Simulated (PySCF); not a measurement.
Species: C7H12O.
Numbering: `[CH3:1][CH2:2][CH2:3][C@H:4]1[CH:5]=[CH:6][CH2:7][O:8]1`

Geometry (GFN2-xTB, Å), atoms numbered from 1 in this order:
```xyz
20
C7H12O angstrom
C     -2.9962   -0.1715    0.5691
C     -1.6661   -0.7402    0.0917
C     -0.6748    0.3640   -0.2635
C      0.6725   -0.2118   -0.7301
C      1.6562    0.8737   -1.0604
C      2.6709    0.8287   -0.2165
C      2.4778   -0.3107    0.7355
O      1.3019   -0.9699    0.2997
H     -3.6893   -0.9730    0.8135
H     -3.4460    0.4467   -0.2054
H     -2.8540    0.4417    1.4563
H     -1.2260   -1.3661    0.8692
H     -1.8311   -1.3682   -0.7867
H     -1.0811    0.9900   -1.0611
H     -0.4991    0.9945    0.6111
H      0.4949   -0.8832   -1.5841
H      1.4863    1.5700   -1.8598
H      3.5269    1.4749   -0.1659
H      2.3575    0.0427    1.7714
H      3.3139   -1.0216    0.7132
```

NICS = −σ at a ghost point: NICS(0) at the centroid of the ring atoms, NICS(1) 1 Å to either side along the normal of their mean plane, zz for the tensor component along that normal. Level: GIAO PBE0/pcSseg-1 (PySCF, non-relativistic, gas phase) on the GFN2-xTB geometry, one conformer.

Ring bond lengths (Å), with Mayer bond orders in brackets: C4–C5 1.502 (1.04), C5–C6 1.321 (1.86), C6–C7 1.497 (1.04), C7–O8 1.417 (0.93), O8–C4 1.425 (0.92).

Problem. What do the NICS probes read (ppm)?

Solution. 
```tsv
ring	type	NICS(0)	NICS(1), two faces	NICS(1)zz, two faces	rms pucker (Å)	centre to ring atoms, mean (Å)
C4–C5–C6–C7–O8	5-membered ring with O; formal bonds 1 double, 4 single	-4.7	-2.8 / -2.7	-6.0 / -4.0	0.04	1.22
```

Problem. What do they say, and how far can they be read as aromaticity?

Solution. 
- C4–C5–C6–C7–O8: mean NICS(1)zz -5.0 ppm, shielded. C4, C7 have four or more neighbours, and the NICS criterion for π rings isn't applied.

Problem. At the second NICS(1) probe listed for ring C4–C5–C6–C7–O8, 1 Å off the ring, what do the in-plane components average?

Solution. The isotropic value is a third of the trace: (3 × -2.7 − (-4.0))/2 = -2.1 ppm.

The run took 22 s of wall time on one thread of an Arm Neoverse V2, shared host with 96 logical CPUs at a one-minute load of 10, and the process peaked at 0.87 GiB of memory. This is the whole shielding run at PBE0/pcSseg-1, SCF included.
